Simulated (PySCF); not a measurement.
Compound: C7H13FO2.
Numbering: `[CH3:1][CH2:2][CH2:3][C@@H:4]1[O:5][CH2:6][CH2:7][O:8][C@@H:9]1[F:10]` (hydrogens: H11, H12, H13 on C1; H14, H15 on C2; H16, H17 on C3; H18 on C4; H19, H20 on C6; H21, H22 on C7; H23 on C9)

Computed by this run: PBE0-D3(BJ)/def2-SVP geometry optimisation, gas phase in PySCF 2.14.0; density fitting, grid level 1; the optimiser is geomeTRIC in internal coordinates, started from a GFN2-xTB structure with every atom displaced at random (about 0.01 Å).

Step 0: E = -14255.9193 eV
```
atom  x, y, z in Å  |  force x, y, z in eV/Å
C1     -3.4558    0.2381   -0.1259   -0.815   0.983   0.138
C2     -2.1235   -0.3923    0.0981    0.450   0.274  -0.081
C3     -1.0018    0.4486   -0.4926    1.534  -0.705   1.516
C4      0.4065   -0.2130   -0.2562   -1.880   0.905  -0.107
O5      0.6256   -0.2752    1.1217    0.272   0.233   0.174
C6      1.8933   -0.8151    1.3988    0.112   0.407  -0.091
C7      2.9941    0.0089    0.7309   -1.444  -0.585  -0.740
O8      2.7735    0.0650   -0.6815   -0.677   0.181   0.426
C9      1.5000    0.5407   -0.9689    0.844   0.032  -1.696
F10     1.4289    1.8833   -0.6784   -0.040  -0.014   0.268
H11    -4.2762   -0.3409    0.3098   -0.151  -0.175   0.032
H12    -3.6628    0.3723   -1.1906   -0.126  -0.083  -0.350
H13    -3.5322    1.2639    0.3095    0.184  -0.440  -0.049
H14    -1.9618   -0.5077    1.1752    0.223  -0.172   0.144
H15    -2.1119   -1.3901   -0.3582    0.065  -0.257   0.014
H16    -1.1282    0.6044   -1.5477   -0.204   0.104  -0.998
H17    -0.9634    1.4407   -0.0063   -0.038  -0.101  -0.121
H18     0.3623   -1.2334   -0.6612    0.205  -0.334  -0.289
H19     2.0088   -0.8187    2.4881    0.089  -0.020   0.150
H20     1.9154   -1.8471    1.0325    0.231  -0.440  -0.091
H21     3.9555   -0.4337    0.8426    1.137  -0.515   0.342
H22     2.9857    1.0092    1.1271    0.080   0.862   0.420
H23     1.4000    0.4685   -2.0976   -0.050  -0.145   0.988
```

Step 1: E = -14256.1032 eV
```
atom  x, y, z in Å  |  force x, y, z in eV/Å
C1     -3.4701    0.2616   -0.0431    0.089  -0.115  -0.058
C2     -2.0944   -0.3747    0.0638   -0.001  -0.087   0.059
C3     -0.9722    0.4420   -0.5626   -0.152   0.029  -0.070
C4      0.3815   -0.1925   -0.3202    0.176  -0.013  -0.186
O5      0.5978   -0.2602    1.0723   -0.016  -0.004  -0.061
C6      1.8435   -0.8242    1.3959    0.011  -0.035  -0.016
C7      2.9388    0.0193    0.7929    0.309   0.116  -0.079
O8      2.7658    0.0828   -0.6125   -0.011   0.025  -0.098
C9      1.5344    0.5425   -1.0163   -0.010  -0.101   0.324
F10     1.4359    1.8895   -0.7486   -0.027   0.003  -0.104
H11    -4.2368   -0.3585    0.4478    0.025   0.034  -0.023
H12    -3.7743    0.4023   -1.0921   -0.009   0.005  -0.031
H13    -3.4767    1.2478    0.4371   -0.052   0.153   0.069
H14    -1.8372   -0.5322    1.1242   -0.032  -0.029  -0.036
H15    -2.1060   -1.3779   -0.4006   -0.019   0.014   0.028
H16    -1.1469    0.5695   -1.6516    0.132  -0.085   0.189
H17    -0.9507    1.4570   -0.1330    0.024  -0.009   0.008
H18     0.3934   -1.2247   -0.7414   -0.011   0.057   0.036
H19     1.9206   -0.8590    2.4930   -0.023   0.020  -0.005
H20     1.9158   -1.8621    1.0065   -0.018   0.047   0.025
H21     3.9503   -0.4032    0.9389   -0.254   0.017   0.130
H22     2.9166    1.0401    1.2256   -0.020  -0.156  -0.057
H23     1.5027    0.3914   -2.1069   -0.111   0.114  -0.044
```

**Question.** Estimate the geometry and energy of step 2. (The exact step hangs on the optimiser's Hessian estimate; all steps are aligned on step 1, rigid shifts and turns removed.)

**Answer.** E = -14256.1207 eV, largest force 0.073 eV/Å
```
atom  x, y, z in Å  |  force x, y, z in eV/Å
C1     -3.4653    0.2793   -0.0667    0.019   0.013  -0.006
C2     -2.1088   -0.3894    0.0764    0.048   0.004  -0.004
C3     -0.9715    0.4178   -0.5357   -0.073   0.001  -0.007
C4      0.3859   -0.2080   -0.3068    0.053   0.030  -0.004
O5      0.6122   -0.2746    1.0812   -0.027  -0.035   0.019
C6      1.8668   -0.8230    1.3913   -0.022  -0.002  -0.001
C7      2.9520    0.0259    0.7744    0.015   0.043  -0.027
O8      2.7622    0.0965   -0.6302   -0.004   0.034   0.004
C9      1.5179    0.5471   -1.0044   -0.010  -0.071  -0.007
F10     1.4029    1.8920   -0.7346    0.033   0.014   0.025
H11    -4.2587   -0.3213    0.4026   -0.018   0.005  -0.001
H12    -3.7379    0.4230   -1.1249    0.004   0.002   0.000
H13    -3.4705    1.2724    0.4117   -0.005  -0.018  -0.007
H14    -1.8789   -0.5532    1.1409    0.002  -0.001   0.005
H15    -2.1322   -1.3921   -0.3869   -0.010   0.004   0.001
H16    -1.1273    0.5410   -1.6220   -0.002  -0.012   0.007
H17    -0.9468    1.4323   -0.1058    0.002  -0.010  -0.002
H18     0.4027   -1.2360   -0.7329    0.015   0.000   0.013
H19     1.9521   -0.8505    2.4877    0.021   0.010   0.001
H20     1.9416   -1.8613    1.0079    0.002  -0.006   0.007
H21     3.9534   -0.3998    0.9345   -0.035  -0.010  -0.002
H22     2.9248    1.0408    1.2086    0.004  -0.014  -0.006
H23     1.4553    0.4175   -2.0975   -0.012   0.020  -0.008
```

The energy changes by -0.0175 eV. The first-order estimate −F·Δx gives -0.0319 eV and the mean of the old and new forces, exact on a quadratic surface, -0.0174 eV. The step makes an angle of 76° with the force vector and moves no atom by more than 0.063 Å.

The cost below is that of the whole optimisation. On an Arm Neoverse N1 with one thread, no GPU (shared host), this took 5.2 min of wall time and 0.95 GiB of memory at its peak.
